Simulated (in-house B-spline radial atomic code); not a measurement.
How numerical settings move a run on Mn, [Ar] 3d5 4s2. Computed with a B-spline radial code for spherical atoms: scalar-relativistic (X2C) BHandHLYP, spherical fractional occupations, Fermi nucleus of rms radius 3.7057 fm.

Command:
```bash
python run_scf.py task.json out
```
Settings of the sound reference run:
```
Z                25
electrons        25
configuration    [Ar] 3d5 4s2
hamiltonian      x2c
method           bhandhlyp
spin_polarised   False
nucleus          fermi
rms_radius       3.7057
mass_number      55
atomic_mass      54.93804
speed_of_light   137.036
knot_spacing     0.22
spline_order     8
gauss_points     12
box_radius       50
max_iterations   70
damping          0.5
damped_steps     3
diis_vectors     10
tolerance        1e-08
start            Thomas-Fermi
```

Run time, properties included: 0.47 s on 1 thread of Arm Neoverse N1, on a shared host.

It converges in 11 iterations to -1157.886770 hartree, with 4s at -6.50957 eV. The other runs change the listed settings, some to values that make no sense; their results aren't properties of the atom or ion. Radii are in bohr (the nuclear one in fm), a minus after a letter asks for a j subshell, and «unchanged» means within 1e-8 hartree. The run stops when the residual is below 10 × tolerance × max(1, Z/10), or a noise floor if that is larger, and the energy moves by less than 1e-8 × √|E| hartree; so very loose and very tight tolerances often act alike.

| changed settings | outcome |
| --- | --- |
| max_iterations = 3 | not converged after 3 iterations, last residual 1.0e-01, last energy +4.81e-01 hartree from the reference |
| knot_spacing = 2, max_iterations = 60, damped_steps = 30, tolerance = 1e-05 | converged in 15 iterations, energy +2.08e+02 hartree from the reference, 4s level +9.5e-01 eV (the program warns: 2s reaches the box edge; 3s reaches the box edge) |
| electrons = 26, configuration = [Ar] 3d5 4s3, max_iterations = 100 | stopped with error: shell 4s holds at most 2 electrons |
| first_knot = 4e-05 | converged in 11 iterations, energy -5.33e-08 hartree from the reference, 4s level +4.7e-07 eV |
| knot_spacing = 0.1, first_knot = 0.04, max_iterations = 100, diis_vectors = 20, tolerance = 0.0001 | converged in 10 iterations, energy +8.29e-02 hartree from the reference, 4s level +5.9e-04 eV |
| diis_vectors = 2 | converged in 13 iterations, energy unchanged, 4s level +4.1e-06 eV |
| first_knot = 0.04 | converged in 11 iterations, energy +8.27e-02 hartree from the reference, 4s level +5.7e-04 eV |
| max_iterations = 2 | not converged after 2 iterations, last residual 4.5e-01, last energy +6.80e+00 hartree from the reference |
| diis_vectors = 4 | converged in 12 iterations, energy unchanged, 4s level +3.0e-06 eV |
| max_iterations = 5 | not converged after 5 iterations, last residual 5.4e-03, last energy +1.57e-03 hartree from the reference |
| diis_vectors = 1 | not converged after 70 iterations, last residual 5.7e-01, last energy +1.00e+01 hartree from the reference |
| knot_spacing = 0.3, gauss_points = 6, max_iterations = 75, diis_vectors = 1, start = bare nucleus | not converged after 75 iterations, last residual 7.8e-01, last energy +2.20e+01 hartree from the reference |
| max_iterations = 12 | converged in 11 iterations, energy unchanged |
| knot_spacing = 0.3, spline_order = 6, gauss_points = 6, max_iterations = 12 | converged in 11 iterations, energy +2.30e-05 hartree from the reference, 4s level +4.1e-06 eV |
| electrons = 26, configuration = [Ar] 3d5 4s2 2f1, max_iterations = 60 | stopped with error: there is no 2f shell |
| hamiltonian = dirac, method = hf, spin_polarised = True | stopped with error: spin polarisation is not served with the Dirac Hamiltonian |

Task: What happens with first_knot = 0.004?

Result: Converged in 11 iterations, energy -2.46e-03 hartree from the reference, 4s level -1.7e-05 eV.

Task: What happens with max_iterations = 8?

Result: Not converged after 8 iterations, last residual 6.3e-04, last energy +1.65e-05 hartree from the reference.

Task: What happens with first_knot = 4e-06?

Result: Converged in 10 iterations, energy +1.65e-06 hartree from the reference, 4s level +1.5e-05 eV.

Task: What happens with diis_vectors = 0?

Result: Converged in 25 iterations, energy unchanged, 4s level +1.0e-05 eV.
